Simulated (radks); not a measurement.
Question: These are the eigenvalues of the occupied orbitals of an atom or ion with whole-number occupations (hartree). Method: scalar-relativistic Kohn-Sham, BLYP, spin-polarised, spherical densities, finite nucleus; Fermi nuclear charge, rms radius of each element as measured or else 0.836 A^(1/3) + 0.57 fm; computed with a radial shooting solver on a logarithmic mesh with Libxc functionals.

1s up: -3168.633
1s down: -3166.508
2s up: -762.9298
2s down: -759.2695
2p up: -700.0837

Which element is it, and in what charge state? The configuration may be excited. Open shells, if any, are filled with parallel spins first.

Answer: Z = 78, platinum, charge +71: Pt71+ in [He] 2s2 2p3. The list shows which subshells hold electrons but not how many an open one holds; the 1s level, -3168.6 hartree, gives Z - s = 79.6 by -(Z - s)^2/2, which with screening and relativity narrows Z to a few neighbours, and the depths of the outer levels then fix element, charge and occupations together.
